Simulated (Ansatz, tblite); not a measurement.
Cost and result up the ladder for `CCCCCCCCCCCC[SeH]` (39 atoms). Total charge 0; singlet. Geometry: PBE-D4/def2-SVP.

```csv
atom,x (Å),y (Å),z (Å)
C1,-1.7914,-6.2702,-2.0384
C2,-1.5876,-5.4107,-0.7902
C3,-0.9520,-4.0476,-1.0811
C4,-0.7410,-3.1825,0.1640
C5,-0.0999,-1.8218,-0.1226
C6,0.1132,-0.9710,1.1341
C7,0.8170,0.3729,0.9008
C8,0.0204,1.3752,0.0558
C9,0.7044,2.7369,-0.1371
C10,0.8262,3.5749,1.1420
C11,1.5463,4.9219,0.9643
C12,0.7926,5.9129,0.0795
Se13,1.7078,7.6489,-0.1634
H14,-2.4521,-5.7643,-2.7736
H15,-0.8272,-6.4733,-2.5504
H16,-2.2519,-7.2490,-1.7947
H17,-2.5639,-5.2552,-0.2786
H18,-0.9532,-5.9586,-0.0577
H19,-1.5859,-3.4945,-1.8116
H20,0.0256,-4.1999,-1.5935
H21,-1.7190,-3.0272,0.6743
H22,-0.1111,-3.7386,0.8955
H23,0.8799,-1.9753,-0.6306
H24,-0.7324,-1.2717,-0.8542
H25,-0.8709,-0.7887,1.6236
H26,0.7041,-1.5635,1.8673
H27,1.8037,0.1930,0.4153
H28,1.0479,0.8241,1.8897
H29,-0.9803,1.5305,0.5212
H30,-0.1803,0.9353,-0.9445
H31,0.1381,3.3104,-0.9026
H32,1.7197,2.5809,-0.5687
H33,1.3727,2.9942,1.9155
H34,-0.1907,3.7507,1.5620
H35,1.7043,5.3826,1.9634
H36,2.5619,4.7565,0.5432
H37,-0.2289,6.1094,0.4637
H38,0.6827,5.5385,-0.9586
H39,1.6511,8.0137,1.2766
```

Ansatz on 2 threads of AMD EPYC 7R13 on a shared host and a share (18 GiB) of an NVIDIA H100 80GB HBM3; xTB runs through tblite on one thread. Times are rough, summed over both states, and most runs start from the orbitals of an earlier one. PBE0-D4/def2-TZVP serves as the yardstick here, not as an exact answer. The other state is a doublet.

The xTB rows come from tblite. HSE06 is defined as in plane-wave codes, on full-range PBE exchange. Single mean-field runs in def2-TZVP are fitted with def2-universal-jkfit. HOMO above LUMO, or a gap near zero within one spin, warns that the state may not be the lowest or that an electron is smeared out.

Raw xTB energies of ions are shifted by several eV.

| level | functions | vertical IE (eV) | difference from PBE0-D4/def2-TZVP (eV) | remarks |
| --- | --- | --- | --- | --- |
| GFN1-xTB | 109 | 13.39 | 4.82 | – |
| PBE0-D4/def2-TZVP | 576 | 8.56 | 0.00 | – |
| PBE-D4/def2-TZVP (with forces) | 576 | 8.05 | -0.51 | gap within one spin near zero (+1 doublet) |
| GFN2-xTB | 83 | 12.34 | 3.78 | – |
| HSE06-D4/def2-TZVP | 576 | 8.48 | -0.08 | gap within one spin near zero (+1 doublet) |

(1) Estimate how long each takes.

Results:

(1) GFN2-xTB 0.071 s; GFN1-xTB 0.16 s; HSE06-D4/def2-TZVP 11 s; PBE-D4/def2-TZVP (with forces) 12 s; PBE0-D4/def2-TZVP 13 s. On shared hardware such times vary by a factor of up to 3.
